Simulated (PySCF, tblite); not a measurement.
Compound: C7H16P2.
Structure used (GFN2-xTB), in Å, numbered top down from 1:
```
atom  x, y, z in Å
C1    -3.2825    1.5384    0.4222
C2    -2.9157    0.1556   -0.0968
C3    -1.6629   -0.4042    0.5815
C4    -1.4569   -1.8750    0.2332
P5    -0.1808    0.6376    0.1069
C6     1.0878   -0.2288    1.0584
C7     2.3383   -0.3486    0.6160
P8     2.7984    0.1536   -1.0624
C9     4.6006    0.4630   -0.7766
H10   -4.1436    1.9341   -0.1112
H11   -2.4467    2.2235    0.2856
H12   -3.5218    1.4975    1.4829
H13   -2.7449    0.2037   -1.1761
H14   -3.7495   -0.5308    0.0743
H15   -1.7747   -0.3011    1.6694
H16   -2.2994   -2.4681    0.5881
H17   -0.5467   -2.2632    0.6869
H18   -1.3802   -2.0019   -0.8459
H19    0.0788   -0.0279   -1.1009
H20    0.8133   -0.5281    2.0651
H21    3.1033   -0.8438    1.2033
H22    2.3889    1.4874   -0.9180
H23    4.7626    1.0523    0.1240
H24    5.1160   -0.4925   -0.6852
H25    5.0074    0.9917   -1.6368
```

Jobs on this species (25 atoms, 88 electrons) with PySCF (density fitting) and tblite. Hardware of each: one thread of an Arm Neoverse V1, no GPU (shared host). The host was shared with other jobs, so the times are rough.

Question: Rank these jobs by wall time, shortest first.
A. PBE0/pcSseg-1; shieldings, charges and field gradients; 247 basis functions
B. GFN2-xTB; L-BFGS relaxation
C. GFN2-xTB; Hessian by finite differences

Answer: C (1.4 s), B (2.9 s), A (60 s).

All jobs:

```json
{"level and settings": "GFN2-xTB", "work": "Hessian by finite differences", "basis functions": "–", "SCF cycles": "–", "wall time": "1.4 s"}
{"level and settings": "GFN2-xTB", "work": "L-BFGS relaxation", "basis functions": "–", "SCF cycles": "–", "wall time": "2.9 s"}
{"level and settings": "PBE0/pcSseg-1", "work": "shieldings, charges and field gradients", "basis functions": "247", "SCF cycles": "13", "wall time": "60 s"}
```

What do all jobs in the table cost together?

About 64 s; the longest takes about 93 % of that, and about 43 times as long as the shortest.
